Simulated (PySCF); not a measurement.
C₄H₅Br, SMILES BrC1=CCC1.

Geometry optimised at PBE-D3(BJ)/def2-SVP.

Two levels are set side by side: PBE/def2-TZVP (PySCF) and PBE0/def2-TZVP (PySCF). Same geometry, gas phase. Differences are taken from unrounded values.

```csv
quantity,PBE0
orbital gap (eV),6.92
highest occupied level (eV),-6.98
lowest empty level (eV),-0.07
dipole moment (D),1.78
mean polarisability (bohr³),66.5
```

### Question
What does PBE give, and how far is it from PBE0? (Estimate from the structure and the level; the computed values follow.)

### Answer

```tsv
quantity	PBE	PBE minus PBE0
orbital gap (eV)	4.83	-2.09
highest occupied level (eV)	-5.88	1.10
lowest empty level (eV)	-1.05	-0.98
dipole moment (D)	1.71	-0.08
mean polarisability (bohr³)	68.4	1.9
```

PBE's occupied levels lie high since its potential decays too fast outside the molecule; exact exchange lowers them and widens the gap. Differences between two approximate levels are no errors against the true value.

Rough cost on one machine, each run with all the roots and properties that it gave: PBE0 against PBE within a factor of 2.
